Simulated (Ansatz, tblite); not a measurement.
Removing an electron: cyclo-(F2SiCH2)4 (C₄H₈F₈Si₄). The state is a singlet with charge 0. Geometry: r2SCAN-D4/def2-SVP. Ansatz, gas phase; energy differences of separate SCF runs; the oxidised species was run as a doublet alone.

Cartesian coordinates in Å:
```
Si -0.109 1.777 -1.144
F 0.101 2.943 -2.248
F -1.231 2.334 -0.109
C -0.781 0.270 -1.997
Si -0.019 -1.373 -1.610
F -0.443 -2.428 -2.763
F 1.590 -1.182 -1.746
C -0.391 -2.125 0.046
Si -1.260 -1.086 1.309
F -2.545 -0.426 0.564
F -1.858 -2.055 2.459
C -0.285 0.268 2.126
Si 1.387 0.681 1.446
F 2.186 -0.725 1.292
F 2.201 1.540 2.551
C 1.458 1.587 -0.174
H -1.867 0.231 -1.800
H -0.651 0.433 -3.083
H -1.036 -3.004 -0.140
H 0.560 -2.501 0.464
H -0.917 1.175 2.135
H -0.134 -0.036 3.178
H 2.224 1.094 -0.799
H 1.821 2.608 0.045
```

The xTB rows come from tblite. Single mean-field runs in def2-TZVP are fitted with def2-universal-jkfit.

```tsv
level	−HOMO (eV)	vertical IE (eV)	−LUMO (eV)	HOMO–LUMO gap (eV)
GFN1-xTB	11.53	13.68	4.51	7.02
GFN2-xTB	11.88	14.19	5.16	6.73
HF/def2-TZVP	12.97	11.56	-2.82	15.79
PBE-D4/def2-TZVP	8.05	10.32	1.50	6.56
PBE0-D4/def2-TZVP	9.54	11.13	0.69	8.85
```

Relaxing the oxidised species (r2SCAN-D4/def2-SVP) changes its energy by -0.17 eV at PBE-D4/def2-TZVP, so the adiabatic ionisation energy to this nearest minimum is 10.15 eV. At PBE0-D4/def2-TZVP it is 10.87 eV.   Raw xTB energy differences between charge states are shifted by several eV; the methods need an empirical correction for them.
